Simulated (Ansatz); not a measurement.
System: H3GeOF, charge 0, singlet. H3GeOF (SMILES [OH][GeH2][F]).
B3LYP-D3(BJ)/def2-TZVP minimum from Ansatz (a program for electronic structure):
```
Ge
F 1 1.7501
O 1 1.7713 2 107.65
H 3 0.9628 1 113.87 2 65.94
H 1 1.5266 2 107.83 3 -114.06
H 1 1.5352 5 117.69 3 -126.47
```

Atomisation energy term by term, kcal/mol (programs: Ansatz). Radicals and triplets start from unrestricted determinants; spin-orbit coupling is neglected. Correlated methods leave the cores frozen (noble-gas shells, and filled d and f shells in the p block). No relativity. CBS(X,Y): correlation extrapolated as X^-3, Hartree-Fock from the larger set (Q,5: extrapolated as (X+1)exp(-9√X)). A bracket is a step between two methods taken in the basis named. For partners of very few electrons the exact lower level stands in for a higher one.

```
term                               basis  kcal/mol
------------------  --------------------  --------
Hartree-Fock        CBS(cc-pVQZ,cc-pV5Z)    322.34
CCSD correlation    CBS(cc-pVQZ,cc-pV5Z)    137.62
(T)                 CBS(cc-pVQZ,cc-pV5Z)      8.61
CCSDT(Q) - CCSD(T)               cc-pVDZ      0.80
sum: De                                      469.4
```
